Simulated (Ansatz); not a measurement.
`[CH3][Al]([NH2])[CH2]F` + H₂ → `[CH3][AlH][CH2]F` + NH₃ at 298.15 K and 1 bar (hydrogenolysis of the Al–N bond).

Isolated molecules relaxed with PBE0-D4/def2-TZVP in Ansatz; ΔE leaves out vibrations. CCSD(T)/CBS is the MP2 limit (def2-TZVPP, def2-QZVPP) plus CCSD(T) − MP2 in def2-TZVPP, frozen cores. This one scheme is used for every species. One conformer a species, not always the lowest.

```
                 species  CCSD(T)/CBS energy (Eh)  H − E (kJ/mol)  S (J/(mol·K))
`[CH3][Al]([NH2])[CH2]F`               -476.86651           262.0          385.2
                      H₂                 -1.17544            35.1          130.4
      `[CH3][AlH][CH2]F`               -421.50169           206.2          346.0
                     NH₃                -56.50880           100.5          192.4
```

H − E and S are ideal-gas, rigid-rotor, harmonic terms from PBE0-D4/def2-TZVP, for one conformer and one mirror image of each species. For small species the MP2-based limit differs from directly extrapolated CCSD(T) by up to some mEh (0.8 for H₂); such offsets cancel only in part. 1 Eh = 2625.50 kJ/mol, R = 8.31446 J/(mol·K).

Q: By hand: ΔE, ΔH, ΔS and ΔG.

A: ΔE = (-421.50169) + (-56.50880) − (-476.86651) − (-1.17544) = 0.03146 Eh = 82.6 kJ/mol. Δ(H − E) = 206.2 + 100.5 − 262.0 − 35.1 = 9.6, so ΔH = 92.2 kJ/mol. ΔS = 346.0 + 192.4 − 385.2 − 130.4 = 22.8 J/(mol·K). ΔG = 92.2 − 298.15 × (22.8)/1000 = 85.4 kJ/mol.

Q: By hand: the equilibrium constant, and the temperature at which ΔG would vanish if ΔH and ΔS stayed fixed.

A: log₁₀ K = −ΔG/(RT ln 10) = -15.0. ΔG = 0 at ΔH/ΔS = 4044 K, far beyond where these terms or the molecules hold.

ΔH outweighs TΔS. A doubt of 5 kJ/mol in ΔE shifts log₁₀ K by 0.9 here. Other conformers and mirror images would add mixing entropy, several J/(mol·K) or more a flexible species. Modes under 60 cm⁻¹, often nearly free rotors, make the harmonic entropy too high. These are equilibria of isolated gas molecules and say nothing of rates. Largest T1 diagnostic: 0.011 (customary marks: 0.02 for closed shells, 0.045 for open ones).
